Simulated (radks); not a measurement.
Polarisability of the tellurium ion Te3+, [Kr] 4d10 5s2 5p1, at imaginary frequency. All-electron calculation, scalar-relativistic Kohn-Sham, PBE, spin-polarised, spherical densities, finite nucleus; open shells are filled with parallel spins first (spin-orbit coupling, left out, can overturn this in heavy ions); Fermi nuclear charge, rms radius 4.7423 fm. Program: a radial shooting solver on a logarithmic mesh with Libxc functionals. Response by self-consistent Sternheimer equations with the Hartree and adiabatic LDA kernel, the relativistic mass of each level held fixed and spin-orbit coupling left out.

| w (hartree) | alpha1(iw) (bohr^3) |
|---|---|
| 0.00266 | 10.34 |
| 0.0143 | 10.33 |
| 0.0360 | 10.30 |
| 0.0697 | 10.19 |
| 0.118 | 9.926 |
| 0.186 | 9.386 |
| 0.280 | 8.437 |
| 0.413 | 7.040 |
| 0.605 | 5.370 |
| 0.892 | 3.763 |
| 1.35 | 2.470 |
| 2.12 | 1.513 |
| 3.59 | 0.7991 |
| 6.94 | 0.3078 |
| 17.5 | 0.06983 |

Static values: alpha1 = 10.34 bohr^3 (1.532 angstrom^3; uncoupled 18.20). C6 = 54.86, triple-dipole C9 = 391.6 atomic units. One-pole (London) frequency 4 C6 / (3 alpha1^2) = 0.684 hartree, against 1.180 for minus the highest occupied eigenvalue.
